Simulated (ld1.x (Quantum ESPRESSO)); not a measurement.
potassium (K): excitation energies, all-electron against TM

potassium (K), norm-conserving Troullier–Martins (Kleinman–Bylander form), made with ld1.x (Quantum ESPRESSO) 7.5 (LDA (PZ), scalar-relativistic). Core [Ne], reference 3s2 3p6 3d1 4s0 4p0. Waves: 3p (bound): rc 1.25 bohr; 3d (bound): rc 4.20 bohr; 3s (bound): rc 2.10 bohr. Local part: the s channel. Core correction: a·sin(br)/r model core inside 0.65 bohr.

Energies are relative to the spin-unpolarised reference configuration 3s2 3p6 3d1 4s0 4p0; without spin polarisation the order of configurations can differ from experiment. Spin-polarised rows fill each open shell by Hund’s rule, majority spin first.

(1) Give the all-electron excitation energy and the error of the potential for: 3s2 3p6 3d0 4s1 4p0; 3s2 3p6 3d0 4s0 4p0; 3s2 3p6 3d0 4s0.5 4p0; 3s1 3p6 3d0 4s1 4p0; 3s2 3p6 3d0.5 4s0.5 4p0; 3s2 3p5 3d0 4s1 4p0; 3s2 3p6 3d0 4s0 4p1; 3s2 3p6 3d1 4s0 4p0 (spin-polarised); 3s2 3p6 3d0 4s1 4p0 (spin-polarised).

Results:

(1)

```json
{"valence configuration": "3s2 3p6 3d0 4s1 4p0", "charge": "0", "ΔE all-electron (eV)": "-2.514", "error AE − PS (meV)": "+234"}
{"valence configuration": "3s2 3p6 3d0 4s0 4p0", "charge": "+1", "ΔE all-electron (eV)": "1.893", "error AE − PS (meV)": "+7.8"}
{"valence configuration": "3s2 3p6 3d0 4s0.5 4p0", "charge": "+0.5", "ΔE all-electron (eV)": "-0.804", "error AE − PS (meV)": "+161"}
{"valence configuration": "3s1 3p6 3d0 4s1 4p0", "charge": "+1", "ΔE all-electron (eV)": "39.315", "error AE − PS (meV)": "+852"}
{"valence configuration": "3s2 3p6 3d0.5 4s0.5 4p0", "charge": "0", "ΔE all-electron (eV)": "-1.264", "error AE − PS (meV)": "+135"}
{"valence configuration": "3s2 3p5 3d0 4s1 4p0", "charge": "+1", "ΔE all-electron (eV)": "22.449", "error AE − PS (meV)": "+879"}
{"valence configuration": "3s2 3p6 3d0 4s0 4p1", "charge": "0", "ΔE all-electron (eV)": "-0.883", "error AE − PS (meV)": "+34"}
{"valence configuration": "3s2 3p6 3d1 4s0 4p0 (spin-polarised)", "charge": "0", "ΔE all-electron (eV)": "-0.060", "error AE − PS (meV)": "+1.8"}
{"valence configuration": "3s2 3p6 3d0 4s1 4p0 (spin-polarised)", "charge": "0", "ΔE all-electron (eV)": "-2.654", "error AE − PS (meV)": "+235"}
```
